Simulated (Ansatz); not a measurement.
Stepwise reaction of `C[O][GeH]([OH])[O]C` with hydrogen, as a gas-phase model of exchange steps in deposition or etching. ΔE in kJ/mol.

Isolated molecules relaxed with PBE0-D4/def2-TZVP in Ansatz; ΔE leaves out vibrations. CBS: MP2 limit from def2 TZ/QZ plus the TZ coupled-cluster correction, frozen cores. This one scheme is used for every species. DFT in def2-TZVPP. B3LYP here is the variant with VWN-RPA as its local correlation; programs differ in this. For Ge outer-core shells are correlated without core-valence functions, which leaves a few kJ/mol of doubt a bond. Scalar relativity is left out up to krypton. Each species was taken in one conformer, which may not be the lowest.

| step | reaction | PBE-D4 | B3LYP-D4 | ωB97M-V | CCSD(T)/CBS |
| --- | --- | --- | --- | --- | --- |
| 1 | `C[O][GeH]([OH])[O]C` + H₂ → `C[O][GeH2][OH]` + CH₃OH | 32.9 | 37.4 | 36.9 | 39.1 |

(1) Give the row of step 2, `C[O][GeH2][OH]` + H₂ → `[OH][GeH3]` + CH₃OH. (Estimate.)

(2) By hand: ΔE of the 2 steps together at CCSD(T)/CBS.

Answers

(1) The calculation gave: 
| step | reaction | PBE-D4 | B3LYP-D4 | ωB97M-V | CCSD(T)/CBS |
| --- | --- | --- | --- | --- | --- |
| 2 | `C[O][GeH2][OH]` + H₂ → `[OH][GeH3]` + CH₃OH | 17.9 | 20.7 | 19.5 | 22.0 |

(2) (39.1) + (22.0) = 61.1 kJ/mol, or 30.6 kJ/mol a step.

In ΔE each step is lower than the one before. All are uphill at CCSD(T)/CBS. PBE-D4 differs from CCSD(T)/CBS by -6.2 to -4.1 kJ/mol a step. Isolated molecules leave out the surface, adducts and barriers. Largest T1 diagnostic: 0.012.
